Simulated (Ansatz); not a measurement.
C9H17NTi (`C[N](C)[Ti]1234([CH3])([CH3])[C@H]5[C@@H]1[C@@H]2[C@@H]3[C@H]54`), 28 atoms. Total charge 0; spin multiplicity 1. Correlated methods include outer-core shells of Ti, which these sets cover unevenly. Scalar relativity is left out up to krypton. Hardware: A = 11 threads of an AMD EPYC 7R13 on a shared host and a whole NVIDIA H100 80 GB; B = 11 threads of an AMD EPYC 7R13 on a shared host. Correlated methods freeze the cores.

(1) How many basis functions does each run have, and how long does it take in Ansatz? RKS PBE0-D4/def2-SVP energy [B]; RHF-CCSD(T)/def2-TZVPP energy [A]; RKS PBE0-D4/def2-QZVPP energy [A]; RKS ωB97M-V/def2-SVP energy [B]; RKS r2SCANh-D4/def2-TZVPP energy [A]; RKS PBE0-D4/def2-TZVP relaxation (10 steps) [A]; RKS BHLYP-D4/def2-TZVPP energy [A]; direct RPA on PBE orbitals/def2-TZVPP energy [A]; RHF-MP2/def2-QZVPP energy [A]; RHF-CCSD(T)/def2-SVP energy [A]; RKS CAM-B3LYP-D4/def2-TZVPP energy [A]; RKS ωB97X-V/def2-TZVPP energy [A]. (Best estimate.)

Results:

(1) Ansatz gave: Other jobs shared the machine, so times are rough.

| level | job | functions | wall time | peak host memory (GiB) |
| --- | --- | --- | --- | --- |
| RKS CAM-B3LYP-D4/def2-TZVPP | energy [A] | 612 | 4 s | 1.2 |
| RKS PBE0-D4/def2-SVP | energy [B] | 256 | 4.2 s | 1.6 |
| RKS BHLYP-D4/def2-TZVPP | energy [A] | 612 | 4.2 s | 1.2 |
| RKS r2SCANh-D4/def2-TZVPP | energy [A] | 612 | 4.7 s | 1.2 |
| RKS PBE0-D4/def2-QZVPP | energy [A] | 1173 | 6 s | 1.9 |
| RKS ωB97X-V/def2-TZVPP | energy [A] | 612 | 6.5 s | 1.4 |
| direct RPA on PBE orbitals/def2-TZVPP | energy [A] | 612 | 6.5 s | 4.4 |
| RHF-CCSD(T)/def2-SVP | energy [A] | 256 | 7 s | 0.88 |
| RHF-MP2/def2-QZVPP | energy [A] | 1173 | 9.5 s | 2.1 |
| RKS ωB97M-V/def2-SVP | energy [B] | 256 | 12 s | 2 |
| RKS PBE0-D4/def2-TZVP | relaxation (10 steps) [A] | 457 | 28 s | 1.2 |
| RHF-CCSD(T)/def2-TZVPP | energy [A] | 612 | 100 s | 4.1 |
